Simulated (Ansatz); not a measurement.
**Group exchange: C3H9N + CH8OSi2 → C2H9NSi + C2H8OSi**

Species: C3H9N (trimethylamine) `CN(C)C`, singlet; CH8OSi2 `C[SiH2]O[SiH3]`, singlet; C2H9NSi `CN(C)[SiH3]`, singlet; C2H8OSi `CO[SiH2]C`, singlet. The partners trade CH3 for SiH3: N–CH3 and O–SiH3 bonds give way to N–SiH3 and O–CH3.

Shapes, held fixed at every level: PBE0-D4/def2-TZVP. Flexible molecules stand in one conformer, not always the lowest. Programs: Ansatz 0.2.0. The zero-point and thermal change to 298 K, harmonic and unscaled (PBE0-D4/def2-TZVP), is -1.0 kJ/mol.

```
               level                   kind  ΔH(298 K) (kJ/mol)  less CCSD(T)/CBS estimate  CPU time (sum over the molecules)
         HF/def2-SVP           Hartree–Fock               +98.6                       -3.8                                  –
       HF/def2-TZVPP           Hartree–Fock              +107.4                       +5.0                                  –
   PBE-D4/def2-TZVPP                    GGA               +89.5                      -12.9                               34 s
 B3LYP-D4/def2-TZVPP          global hybrid               +95.3                       -7.1                               61 s
  PBE0-D4/def2-TZVPP          global hybrid               +94.1                       -8.3                               36 s
   B2PLYP/def2-TZVPP          double hybrid              +100.7                       -1.7                               73 s
CCSD(T)/CBS estimate  coupled cluster or CI              +102.4                        0.0                             17 min
```

The highest level, CCSD(T)/CBS estimate, gives ΔH(298 K) = +102.4 kJ/mol; the levels span +89.5 to +107.4. The column of differences is taken from that level and isn't an error. No measured value is set beside it here. The CBS estimate extrapolates MP2 from def2-TZVPP and def2-QZVPP and adds CCSD(T) − MP2 in the triple-zeta set, cores frozen. Times are processor times on shared x86 and Arm servers, and rough.
